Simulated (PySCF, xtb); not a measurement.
C2H5FSn, SMILES C=[CH][SnH2][F]. One conformer was computed; it need not be the lowest.

Harmonic wavenumbers (cm⁻¹) from GFN2-xTB (xtb) at its own minimum, in rising order: 46, 115, 200, 348, 399, 430, 462, 493, 533, 616, 902, 973, 1006, 1196, 1390, 1469, 1653, 1658, 3035, 3056, 3082.

What does PySCF 2.14.0 with PBE-D3(BJ)/def2-SVP give at its own minimum? (Estimate from the structure and the level; the computed values follow.)

63, 144, 210, 389, 465, 515, 545, 595, 635, 658, 943, 957, 993, 1203, 1365, 1610, 1847, 1868, 3041, 3092, 3132. Paired by order, the mean absolute difference is 62 cm⁻¹ and the zero-point energies are 33.0 and 34.7 kcal/mol.
